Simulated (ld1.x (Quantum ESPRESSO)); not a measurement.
# Before and after: TM potential for F (Z = 9)

* Element: F
* Generator: ld1.x (Quantum ESPRESSO) 7.5
* Type: norm-conserving Troullier–Martins (Kleinman–Bylander form)
* Functional: Wu–Cohen
* Relativity: non-relativistic
* Frozen core: [He]
* Valence charge: 7
* Reference configuration: 2s2 2p5
* Partial waves: 2s (bound): rc 0.70 bohr; 2p (bound): rc 1.75 bohr; 3d channel at 0.45 Ry: rc 1.90 bohr
* Local potential: all-electron potential smoothed inside 1.00 bohr (lloc = -1)
* Core correction: Bessel-smoothed model core inside 0.45 bohr

Change: local potential all-electron potential smoothed inside 1.82 bohr (lloc = -1).

Cutoffs: the cutoffs (Ry, on a coarse ladder) from which the occupation-weighted sum of valence levels, in a spherical-Bessel basis at the reference potential, stays within 10 and 1 mRy of its value at 400 Ry; they do not see the model core or the augmentation charge, which bear on the density cutoff. Errors are all-electron minus pseudo energies relative to the spin-unpolarised reference configuration.

Q: How do hardness, ghosts and transferability respond?

A: The potential gets neither clearly harder nor softer (110 Ry and 260 Ry → 110 Ry and 260 Ry); of the 7 tests that both files solve, the error grows in 1 and shrinks in 4 by more than 15 % and 0.3 meV (median size 141.8 → 174.7 meV); the range in which the s phases agree narrows (upper end at the end of the scan → 1.9); neither file shows a bound ghost.

| quantity | base | changed |
| --- | --- | --- |
| cutoff, loose | 110 Ry | 110 Ry |
| cutoff, tight | 260 Ry | 260 Ry |
| bound ghosts | none | none |
| error for 2s2 2p4, meV [ΔE 19.39 eV] | +55 | +31 |
| error for 2s2 2p3, meV [ΔE 57.77 eV] | +470 | +379 |
| error for 2s2 2p2, meV [ΔE 118.41 eV] | +1847 | +1682 |
| error for 2s1 2p5, meV [ΔE 38.26 eV] | -142 | -175 |
| error for 2s2 2p4.5, meV [ΔE 7.54 eV] | +8.1 | +2.7 |
| error for 2s1 2p6, meV [ΔE 18.59 eV] | +1.2 | +0.7 |
| error for 2s2 2p1, meV [ΔE 204.20 eV] | +5059 | +4895 |
| s: phases at 2.06 bohr within 0.05 rad from the reference energy up to (Ry; the scan ends near 5) | to the end of the scan | 1.9 |
| p: phases at 2.06 bohr within 0.05 rad from the reference energy up to (Ry; the scan ends near 5) | 1.7 | 1.4 |
| d: phases at 2.06 bohr within 0.05 rad from the reference energy up to (Ry; the scan ends near 5) | to the end of the scan | to the end of the scan |
